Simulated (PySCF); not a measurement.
## Correlation energy of Ce (cerium, neutral)

[Xe] 4f1 5d1 6s2, one real determinant. All numbers are calculated (PySCF 2.14, the spin-free X2C one-electron Hamiltonian (Gaussian nucleus), in cc-pVDZ-X2C (8s7p5d3f1g, 84 functions)). Frozen: [Kr] 4d10; 12 electrons correlated.

```csv
level,correlation energy (mhartree)
CCSD,-285.69
(T),-13.29
CCSD(T),-298.98
```

Diagnostics: T1 = 0.022, D1 = 0.0855, largest double amplitude 0.091.

Problem. Is a single reference adequate?

Solution. Mostly. T1 lies below 0.03, but a double amplitude of this size points to a near-degeneracy that CCSD handles and MP2 describes poorly.

The reference is one real determinant that mixes LS terms of this configuration.
